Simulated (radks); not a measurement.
The nuclear charge of neutral thallium is varied continuously with 81 electrons held in [Hg] 6p1. All-electron calculation, scalar-relativistic Kohn-Sham, PBE, spin-polarised, spherical densities, point nucleus; open shells are filled with parallel spins first (spin-orbit coupling, left out, can overturn this in heavy ions). Program: a radial shooting solver on a logarithmic mesh with Libxc functionals. By the Hellmann-Feynman theorem dE/dZ = E(electron-nucleus)/Z, the electronic potential at the nucleus. The scalar-relativistic energy here is not variational (the density holds large components alone), so the two differ by a part that grows with Z.

| Z | E (hartree) | E(electron-nucleus)/Z (hartree) | HOMO | e(HOMO) (eV) | <r> HOMO (bohr) |
|---|---|---|---|---|---|
| 80.8 | -20120.3034 | -621.033 | 6p | -1.409 | 4.156 |
| 80.9 | -20183.0651 | -622.249 | 6p | -1.993 | 3.968 |
| 81 | -20245.9513 | -623.464 | 6p | -2.614 | 3.814 |
| 81.1 | -20308.9620 | -624.680 | 6p | -3.266 | 3.685 |
| 81.2 | -20372.0973 | -625.896 | 6p | -3.946 | 3.573 |
| 81.3 | -20435.3573 | -627.113 | 6p | -4.651 | 3.475 |
| 81.4 | -20498.7420 | -628.331 | 6p | -5.381 | 3.388 |
| 81.5 | -20562.2514 | -629.548 | 6p | -6.133 | 3.309 |
| 81.6 | -20625.8857 | -630.767 | 6p | -6.906 | 3.238 |
| 81.7 | -20689.6450 | -631.986 | 6p | -7.700 | 3.172 |
| 81.8 | -20753.5292 | -633.206 | 6p | -8.513 | 3.112 |
| 81.9 | -20817.5386 | -634.427 | 6p | -9.345 | 3.056 |
| 82 | -20881.6732 | -635.649 | 6p | -10.195 | 3.004 |

The central difference of E at Z = 81 is -629.485 hartree, to compare with the third column; the second derivative is -12.5 hartree.
